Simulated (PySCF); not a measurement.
C4H3O (SMILES [c-]1ccco1), charge -1, singlet, at a GFN2-xTB geometry (in this run its highest filled SCF level lies above zero, so its values depend strongly on the basis, on diffuse functions most of all). Base run: DF-CAMB3LYP/STO-3G (PySCF).

The PySCF input:
```python
from pyscf import gto, scf, dft

mol = gto.M(
    atom='''
O    -0.004341    0.047931    1.169040
C     0.016995    1.220550    0.394784
C    -0.017605   -1.044580    0.366982
C     0.015536    0.752944   -0.919969
C    -0.006104   -0.664033   -0.938463
H    -0.034597   -2.019360    0.839172
H     0.028937    1.373996   -1.813766
H    -0.012541   -1.327370   -1.797730
''',
    basis='sto-3g',
    charge=-1,
    spin=0,
    verbose=4,
)

mf = dft.RKS(mol)
mf.xc = 'camb3lyp'
mf = mf.density_fit(auxbasis='def2-universal-jkfit')
mf.kernel()
mf.analyze()
```

Each row names what was changed in the base input (with any setting that the change needs).

| change | basis functions | E (Eh) | HOMO (eV) | HOMO-LUMO gap (eV) |
|---|---|---|---|---|
| base | 28 | -226.18578 | 3.82 | 8.90 |
| basis = 3-21G | 51 | -227.96836 | 0.05 | 8.57 |
| basis = LANL2DZ | 51 | -229.21749 | -0.73 | 8.17 |
| basis = def2-SV(P) | 76 | -229.08106 | -0.68 | 8.61 |
| basis = pc-1 | 85 | -229.22789 | -0.96 | 8.17 |
| basis = 6-31+G* | 96 | -229.27859 | -1.56 | 6.13 |
| basis = 6-311G** | ? | ? | ? | ? |
| basis = 6-311++G** | ? | ? | ? | ? |
| basis = aug-cc-pVDZ | 142 | -229.30406 | -1.61 | 4.88 |
| basis = 6-311+G(2d,p) | ? | ? | -1.61 | ? |
| basis = def2-TZVP | 173 | -229.36076 | -1.33 | 8.32 |
| basis = cc-pVTZ | 192 | -229.34976 | -1.16 | 7.90 |
| basis = def2-TZVPD | 215 | -229.36559 | -1.56 | 6.11 |

Problem. Complete the blanks.

Solution. 
- basis = 6-311G**, basis functions: 108
- basis = 6-311G**, E (Eh): -229.31904
- basis = 6-311G**, HOMO (eV): -0.88
- basis = 6-311G**, HOMO-LUMO gap (eV): 7.93
- basis = 6-311++G**, basis functions: 131
- basis = 6-311++G**, E (Eh): -229.33847
- basis = 6-311++G**, HOMO (eV): -1.60
- basis = 6-311++G**, HOMO-LUMO gap (eV): 5.05
- basis = 6-311+G(2d,p), basis functions: 153
- basis = 6-311+G(2d,p), E (Eh): -229.34438
- basis = 6-311+G(2d,p), HOMO-LUMO gap (eV): 5.95

Totals compare only among sets that treat the same electrons; sets with core potentials leave the core out.
